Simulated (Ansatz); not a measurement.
`F[SiH](F)S` + HI → `F[SiH](S)I` + H–F at 400 K and 1 bar (ligand exchange at the Si–F bond).

Isolated molecules relaxed with PBE0-D4/def2-TZVP in Ansatz; ΔE leaves out vibrations. CCSD(T)/CBS adds triple-zeta CCSD(T) − MP2 to the extrapolated MP2 energy (def2 sets, frozen cores). This one scheme is used for every species. Elements past krypton have def2 core potentials. For I outer-core shells are correlated without core-valence functions, which leaves a few kJ/mol of doubt a bond. Each species was taken in one conformer, which may not be the lowest.

```tsv
species	CCSD(T)/CBS energy (Eh)	H − E (kJ/mol)	S (J/(mol·K))
`F[SiH](F)S`	-887.80771	89.7	339.4
HI	-298.03592	25.7	215.0
`F[SiH](S)I`	-1085.42501	86.7	371.5
H–F	-100.39570	36.5	182.2
```

H − E and S are ideal-gas, rigid-rotor, harmonic terms from PBE0-D4/def2-TZVP, for one conformer and one mirror image of each species. 1 Eh = 2625.50 kJ/mol, R = 8.31446 J/(mol·K).

Problem. By hand: ΔE, ΔH, ΔS and ΔG.

Solution. ΔE = (-1085.42501) + (-100.39570) − (-887.80771) − (-298.03592) = 0.02292 Eh = 60.2 kJ/mol. Δ(H − E) = 86.7 + 36.5 − 89.7 − 25.7 = 7.8, so ΔH = 68.0 kJ/mol. ΔS = 371.5 + 182.2 − 339.4 − 215.0 = -0.7 J/(mol·K). ΔG = 68.0 − 400 × (-0.7)/1000 = 68.3 kJ/mol.

Problem. By hand: the equilibrium constant, and the temperature at which ΔG would vanish if ΔH and ΔS stayed fixed.

Solution. log₁₀ K = −ΔG/(RT ln 10) = -8.9. ΔH and −TΔS have one sign here, so there is no such temperature.

The number of gas molecules stays the same, so ΔS is small and ΔH decides. A doubt of 5 kJ/mol in ΔE shifts log₁₀ K by 0.7 here. Other conformers and mirror images would add mixing entropy, several J/(mol·K) or more a flexible species. These are equilibria of isolated gas molecules and say nothing of rates. Largest T1 diagnostic: 0.012 (customary marks: 0.02 for closed shells, 0.045 for open ones).

ΔS is within the doubt of such terms, so its sign, and with it that verdict, could turn.
